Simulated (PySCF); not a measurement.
**How methods differ on the excitation energy of Ga⁺**

Ga⁺ [Ar] 3d10 4s2 (1S) → Ga⁺ [Ar] 3d10 4s1 5s1 (3S), as a difference of total energies. All numbers are calculated (PySCF 2.14, scalar relativity through the core potential, in aug-cc-pVQZ-PP with one added diffuse shell each of s, p, d, f, g type with ECP10MDF (8s7p6d4f3g, 114 functions)). Correlated levels: valence: 3s2 3p6 3d10 frozen. The calculations carry no spin-orbit coupling.

```tsv
method	excitation energy (eV)	error (eV)
UHF	11.273	-1.491
LDA	13.073	+0.309
PBE	12.660	-0.104
PBE0	12.431	-0.333
r2SCAN	12.701	-0.063
TPSSh	12.381	-0.383
MN15	12.553	-0.211
B3LYP	12.881	+0.117
MP2 (valence)	11.939	-0.825
SCS-MP2 (valence)	12.148	-0.616
```

Reference: 12.764 eV (measured; NIST levels).

Errors of the correlated levels include the incompleteness of this basis and the frozen core.
